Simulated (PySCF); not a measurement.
Distorted geometries of Pb(SH)4

Pb(SH)4 (singlet). PySCF 2.14.0, RKS B3LYP, Pb def2-SVP with ECP60, S def2-SVP, H def2-SVP; non-relativistic Hamiltonian with scalar-relativistic core potentials where named; density fitting; no spin-orbit coupling. Relaxed geometry:

```xyz
9

Pb    0.0000    0.0000    0.0000
S     1.4796    1.5660    1.3599
H     2.4297    0.6131    1.5208
S    -1.4796   -1.5660    1.3599
H    -2.4297   -0.6131    1.5208
S     1.5660   -1.4796   -1.3599
H     0.6131   -2.4297   -1.5208
S    -1.5660    1.4796   -1.3599
H    -0.6131    2.4297   -1.5208
```

Task: Order these distorted geometries by energy above the relaxed one, lowest first.
A.
```xyz
9

Pb    0.0897   -0.0082   -0.1094
S     1.3457    1.4693    1.5927
H     2.3065    0.9214    1.6017
S    -1.3958   -1.5522    1.2216
H    -2.3646   -0.6498    1.4013
S     1.5698   -1.5832   -1.4414
H     0.7569   -2.6285   -1.3119
S    -1.6849    1.5478   -1.2920
H    -0.6235    2.4834   -1.6625
```
B.
```xyz
9

Pb    0.0050    0.0248    0.0112
S     1.5044    1.5620    1.3227
H     2.4445    0.6310    1.5512
S    -1.5246   -1.5297    1.3441
H    -2.4510   -0.5773    1.5115
S     1.5836   -1.5273   -1.3618
H     0.6143   -2.4553   -1.5006
S    -1.5665    1.4311   -1.3257
H    -0.6096    2.4408   -1.5525
```
C.
```xyz
9

Pb    0.1923    0.0165   -0.0585
S     1.5097    1.4771    1.4119
H     2.2200    0.5336    1.2358
S    -1.4171   -1.5048    1.3261
H    -2.6033   -0.5850    1.4413
S     1.5386   -1.3884   -1.1804
H     0.6229   -2.5637   -1.3538
S    -1.5521    1.4860   -1.3389
H    -0.5109    2.5287   -1.4834
```

Result: B (0.08 eV), A (1.56 eV), C (1.99 eV).

Task: Which forces (eV/Å) act in the one that lies 1.99 eV up?

Result: 
```
Pb  -5.20  2.48  1.96
S   -3.28  5.06  1.01
H    4.42 -4.65 -0.37
S   -1.79  1.55  0.08
H    2.22 -1.46 -0.32
S    1.77 -4.99 -2.89
H    1.39  2.16  0.43
S    2.18  1.38 -0.05
H   -1.73 -1.54  0.15
```
Forces carry noise of the integration grid, about 0.01 to 0.03 eV/Å.

A frequency check found unstable modes (1, the lowest at -37 cm⁻¹), so the relaxed geometry is a saddle point, or these are noise.
